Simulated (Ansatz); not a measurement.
Born–Oppenheimer molecular dynamics of C₂H₄BN (8 atoms, charge 0, multiplicity 1). It starts from a relaxed structure.

Method: RKS B3LYP-D4/def2-SVP (Ansatz 0.2.0).

```yaml
ensemble: NVT, Langevin thermostat
time_step: 0.5 fs
steps_asked: 150
set_temperature: 500 K
friction: 0.05 /fs
seed: 496158
```

First frame:

```xyz
8
Properties=species:S:1:pos:R:3
B -0.496 0.633 -0.672
C 0.688 0.285 0.350
C -0.161 -0.933 0.101
N -0.754 -0.747 -1.050
H -1.236 1.571 -0.808
H 1.664 0.195 -0.144
H 0.782 0.697 1.365
H -0.394 -1.758 0.801
```

Q: How far do the bonds stretch over the last three quarters of this one trajectory? (Pairs bonded in most of those frames.)

A: 
```csv
bond,mean (Å),spread (Å),shortest,longest
B1–C2,1.636,0.015,1.60,1.66
B1–C3,1.753,0.071,1.66,1.90
B1–N4,1.452,0.056,1.36,1.55
B1–H5,1.205,0.040,1.12,1.29
C2–C3,1.497,0.040,1.42,1.57
C2–H6,1.101,0.023,1.05,1.14
C2–H7,1.099,0.025,1.04,1.15
C3–N4,1.328,0.029,1.29,1.40
C3–H8,1.115,0.047,1.03,1.21
```

Mean temperature of the second half: 725 K. The mean temperature of the second half is 45 % above the set value. A run of 0.075 ps of so small a system gives no equilibrium averages.

Run time: 4.2 min on 1 thread of Arm Neoverse V1, on a shared host, peak memory 0.12 GiB.
